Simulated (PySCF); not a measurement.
Computed IR spectrum (relative IR intensity) of a molecule C₂H₅BF₂O. Geometry optimised at PBE-D3(BJ)/def2-SVP. The values are those of a single conformer. These are PBE-D3(BJ)/def2-SVP in PySCF values and carry that method's errors. No scaling factor is applied to the harmonic values.

| ν (cm⁻¹) | relative intensity |
|---|---|
| 459 | 2.0 |
| 657 | 13 |
| 1072 | 4.5 |
| 1098 | 11 |
| 1321 | 12 |
| 1356 | 20 |
| 1394 | 50 |
| 1411 | 2.8 |
| 1425 | 10 |
| 1434 | 28 |
| 1498 | 100 |
| 2977 | 9.7 |
| 3036 | 2.7 |
| 3073 | 3.9 |
| 3079 | 3.5 |

Task: Identify the compound among the candidates.
(A) OCCB(F)F
(B) CCOB(F)F
(C) COB(F)CF
(D) C[C@H](O)B(F)F

Result: B, CCOB(F)F
